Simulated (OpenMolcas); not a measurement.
**3s2 3p4 along the 16-electron sequence**

- Program: OpenMolcas 26.06
- Method: SS-CASPT2, IPEA 0.25 Eh, imaginary shift 0.1 Eh
- Basis: ANO-R2
- Scalar Hamiltonian: X2C, finite nucleus
- Spin-orbit coupling: RASSI with atomic mean-field integrals over the reference wave functions, term energies averaged over their components

Active space for each ion: 6 electrons in 4 orbitals (3s 3p); closed shells correlated by CASPT2: 2s 2p.

Computed levels in cm-1 above 3P2:

```tsv
Level	S	Cl+	Ar2+
3P1	371	650	1039
3P0	542	938	1481
1D2	9730	12130	14560
1S0	22610	28290	33890
weight of 3P in the lowest level (%)	100	100	100
```

Measured, with the error of the calculation in %. Measured levels: S, Cl+ from NIST Handbook of Basic Atomic Spectroscopic Data; Ar2+ from Saloman, J. Phys. Chem. Ref. Data 39, 033101 (2010).

```tsv
Level	S	Cl+	Ar2+
3P1	396 (-6.2)	696 (-6.7)	1112 (-6.5)
3P0	574 (-5.5)	996 (-5.9)	1570 (-5.7)
1D2	9239 (+5.3)	11654 (+4.1)	14010 (+4.0)
1S0	22180 (+1.9)	27878 (+1.5)	33266 (+1.9)
```

The fine-structure level 3P0 changes by a factor of 2.73 from S to Ar2+. Its fourth root runs 4.83, 5.53, 6.20, with steps per unit of Z of 0.71, 0.67; equal steps would mean a (Z - σ)^4 law with constant σ.

1D2 changes by a factor of 1.5 over the same range, with steps per unit of Z of +2400, +2430 cm-1.

CASPT2 breaks the degeneracy within a term, and the mean is taken; among the terms shown or strongly mixed into the levels shown the widest spread is 170 cm-1 (3s2 3p4 1D, S). Over all roots computed the reference weight is 0.86 to 0.95 in Cl+, 0.87 to 0.96 in Ar2+; the roots of lowest weight are the least certain, and an intruder state may touch them. No level of 3s 3p5 was computed, though it lies in the active space (holds for S). Computed and measured levels are paired by configuration, term and J; levels that our copy of the source lacks, or whose pairing is in doubt (as where it misses far off the trend of its configuration), stay unpaired and out of the deviations. Levels of configurations outside the active space are missing.
